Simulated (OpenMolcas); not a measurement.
## Mo³⁺: effect of the basis set

```json
{
  "Program": "OpenMolcas 26.06",
  "Method": "MS-CASPT2, IPEA 0.25 Eh, imaginary shift 0.1 Eh (closed shells correlated: 4s 4p)",
  "Active space": "3 electrons in 5 orbitals (4d)",
  "State averaging": "2S+1 = 4 even, 10 roots; 2S+1 = 2 even, 40 roots",
  "Spin-orbit coupling": "RASSI with atomic mean-field integrals over the reference wave functions, term energies averaged over their components"
}
```

A. ANO-R1 [6s4p3d1f], X2C, finite nucleus; CASPT2 step about 4 core-seconds
B. ANO-RCC-VDZP [6s5p3d1f], DKH2, point nucleus; CASPT2 step roughly 5 core-seconds
C. ANO-R2 [7s5p4d2f1g], X2C, finite nucleus; CASPT2 step of the order of 12 core-seconds
D. ANO-RCC-VTZP [7s6p4d2f1g], DKH2, point nucleus; CASPT2 step roughly 10 core-seconds
E. ANO-R3 [8s6p5d3f2g1h], X2C, finite nucleus; CASPT2 step roughly 19 core-seconds
F. ANO-RCC-VQZP [8s7p5d3f2g1h], DKH2, point nucleus; CASPT2 step about 21 core-seconds

Energies in cm-1 above 4d3 4F 3/2, the measured ground level; measured values from Sugar and Musgrove, J. Phys. Chem. Ref. Data 17, 155 (1988).

| Level | A | B | C | D | E | F | Measured |
| --- | --- | --- | --- | --- | --- | --- | --- |
| 4d3 4F 3/2 | 0.0 | 0.0 | 0.0 | 0.0 | 0.0 | 0.0 | 0.0 |
| 4d3 4F 5/2 | 771 | 811 | 776 | 759 | 748 | 756 | 778 |
| 4d3 4F 7/2 | 1749 | 1832 | 1754 | 1719 | 1692 | 1709 | 1760 |
| 4d3 4F 9/2 | 2860 | 2990 | 2860 | 2810 | 2760 | 2790 | 2865 |
| 4d3 4P 1/2 | 11130 | 10980 | 10630 | 10720 | 10730 | 10850 | 10338 |
| 4d3 4P 3/2 | 11170 | 10980 | 10580 | 10700 | 10680 | 10790 | 10331 |
| 4d3 4P 5/2 | 12340 | 12260 | 11900 | 11960 | 11970 | 12100 | 11612 |
| 4d3 2G 7/2 | 12620 | 12450 | 11780 | 11940 | 11580 | 11680 | 11580 |
| 4d3 2G 9/2 | 13410 | 13260 | 12530 | 12690 | 12320 | 12430 | 12311 |
| 4d3 2P 1/2 | 15810 | 15470 | 14340 | 14580 | 14320 | 14440 | 14348 |
| 4d3 2H 9/2 | 17680 | 17530 | 16430 | 16630 | 16200 | 16340 | 15995 |
| 4d3 2D 5/2(1) | 18010 | 17770 | 17180 | 17370 | 17100 | 17210 | 16809 |
| 4d3 2H 11/2 | 18120 | 17970 | 16830 | 17030 | 16590 | 16740 | 16357 |
| 4d3 2F 7/2 | 27160 | 26760 | 25390 | 25650 | 25290 | 25420 | 24787 |
| 4d3 2F 5/2 | 27490 | 27100 | 25710 | 25980 | 25610 | 25750 | 25100 |
| 4d3 2D 5/2(2) | 42080 | 41330 | 40080 | 40540 | 40090 | 40160 | 38922 |
| 4d3 2D 3/2(2) | 42510 | 41780 | 40500 | 40960 | 40510 | 40590 |  |

Deviations, from unrounded energies. A percentage is the sum of absolute deviations over the sum of measured energies, with the sign that they share, or ± where signs differ.

| Against measurement | Levels | A | B | C | D | E | F |
| --- | --- | --- | --- | --- | --- | --- | --- |
| mean absolute deviation (cm-1) | 15 | 1200 | 1000 | 330 | 500 | 280 | 370 |
| fine structure of the ground term (%) | 3 | -0.3 | +4.2 | -0.2 | -2.1 | -3.7 | -2.7 |
| other terms of the ground configuration (%) | 12 | +8.9 | +7.4 | ±2.4 | +3.5 | ±1.9 | +2.6 |

E lies closest to measurement on these levels and A furthest from it. The largest miss of E in the table is 4d3 2D 5/2(2), by +1200 cm-1. The ranking rests on the paired levels alone, and a cruder setting can come out closer through cancelling errors.

The two smallest mean deviations differ by little beside CASPT2's spread within terms, so their order carries little weight.

Among A to F the level of the table that moves most is 4d3 2D 3/2(2), by 2000 cm-1 (lowest in C, highest in A). Moves below CASPT2's spread within the term are not significant.

Term energies are means over components that CASPT2 splits; among the terms shown or strongly mixed into the levels shown the widest spread is 830 cm-1 (4d3 4F, D). The CASPT2 spread within a term exceeds the gap to the next term for 4d3 2D(1) and 4d3 2H, so the order of their levels is uncertain (figures for A; the like holds for B, C, D, E, F). The basis is small and was not contracted for so high a charge (holds for A; B). Measured partners are found by configuration, term and J. A level has none where our copy of the source lacks it or the pairing is in doubt (some pairs that miss far off the trend of their configuration count as doubtful), and it then counts in no deviation. Only configurations of the active space appear. The table leaves out levels that lie high or whose names do not pair safely across all columns.

A number in round brackets counts repeated terms of one configuration in the order of the reference energies.
